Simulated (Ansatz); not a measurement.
System: CClF, net charge 0, singlet state. 
Coordinates optimised at B3LYP-D3(BJ)/def2-TZVP (Ansatz, a quantum-chemistry and plane-wave program):
```
C
F 1 1.2975
Cl 1 1.7557 2 106.70
```
Charge 0, spin multiplicity 1.

Basis-set convergence of Hartree-Fock and CCSD(T) correlation energies (hartree) with Ansatz. Valence correlation only, unless marked. No spin-orbit coupling. Non-relativistic.

The Hartree-Fock reference is unstable (checked in the largest basis), which strains HF and MP2. 

| basis | functions | E(HF) | E(corr, CCSD(T)) |
|---|---|---|---|
| aug-cc-pV(D+d)Z | 78 | -596.72830 | -0.51231 |
| aug-cc-pV(T+d)Z | 147 | -596.77920 | -0.63812 |
| aug-cc-pV(Q+d)Z | 249 | -596.79173 | -0.68064 |

Extrapolating the two largest sets (X = 3 and 4) as X^-3: E(corr) = (64·(-0.68064) - 27·(-0.63812))/37 = -0.7117 Eh, an estimate of the basis-set limit. The largest set recovers 95.6 % of it, the smallest 72.0 %.
